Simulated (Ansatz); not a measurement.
Reactions of C2H9FSi2, SMILES `C[SiH2]C[SiH2]F`.

Isolated molecules relaxed with PBE0-D4/def2-TZVP in Ansatz; ΔE leaves out vibrations. CBS: MP2 limit from def2 TZ/QZ plus the TZ coupled-cluster correction, frozen cores. This one scheme is used for every species. def2 core potentials past Kr. For Te outer-core shells are correlated without core-valence functions, which leaves a few kJ/mol of doubt a bond. Each species was taken in one conformer, which may not be the lowest.

(1) Order these by ΔE at CCSD(T)/CBS, lowest first. (Best estimate.)
A. `C[SiH2]C[SiH2]F` + `O[SiH](O)O` → `O[SiH](O)O[SiH2]F` + `C[SiH2]C`
B. `C[SiH2]C[SiH2]F` + CH₃NH₂ → `NCC[SiH2]F` + `C[SiH3]`
C. `C[SiH2]C[SiH2]F` + `OB(O)[Te][SiH3]` → `C[SiH2][Te]B(O)O` + `F[SiH2]C[SiH3]`
D. `C[SiH2]C[SiH2]F` + `N[SiH2][SiH3]` → `F[SiH2]N[SiH2][SiH3]` + `C[SiH2]C`
E. `C[SiH2]C[SiH2]F` + `BN[SiH3]` → `BN([SiH3])[SiH2]F` + `C[SiH2]C`
F. `C[SiH2]C[SiH2]F` → `CC(F)[SiH2][SiH3]`
G. `C[SiH2]C[SiH2]F` → `CC(F)([SiH3])[SiH3]`
H. `C[SiH2]C[SiH2]F` → `CC([SiH3])[SiH2]F`

Largest T1 diagnostic: 0.012, for `BN([SiH3])[SiH2]F`.

Answers

(1) A (-115.2 kJ/mol), D (-68.7 kJ/mol), E (-47.0 kJ/mol), C (-1.6 kJ/mol), B (+48.8 kJ/mol), H (+59.0 kJ/mol), F (+288.1 kJ/mol), G (+307.4 kJ/mol).
